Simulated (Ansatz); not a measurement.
Basis-set extrapolation for C$_{3}$H$_{8}$Mg, SMILES `C[CH](C)[MgH]` (PBE0-D4/def2-TZVP geometry, frozen core, Ansatz). Multiplicity 1, RHF reference. For Mg the program correlates outer-core shells too, which these sets cover unevenly, so the extrapolated numbers aren't a true limit.

```
                      def2-TZVPP   def2-QZVPP
                 HF  -317.869184  -317.883476
    MP2 correlation    -0.746153    -0.819805
CCSD(T) correlation    -0.820783      not run
```

Energies in hartree. Use E(X) = E(∞) + A·exp(−7.88·√X) for Hartree–Fock and E(X) = E(∞) + B·X^(−2.97) for correlation, with X = 3 and 4, and add CCSD(T) minus MP2 of the smaller set to the MP2 limit.

Question: What is the CCSD(T) energy at the basis-set limit?

Answer: HF limit: -317.883476 + (-0.014292) × 0.13774 = -317.88544. MP2 limit: -0.819805 + (-0.073652) × 0.74074 = -0.87436. Higher-order term: -0.820783 − (-0.746153) = -0.07463. Total: -318.83443 hartree, 3.93 eV below CCSD(T)/def2-TZVPP.
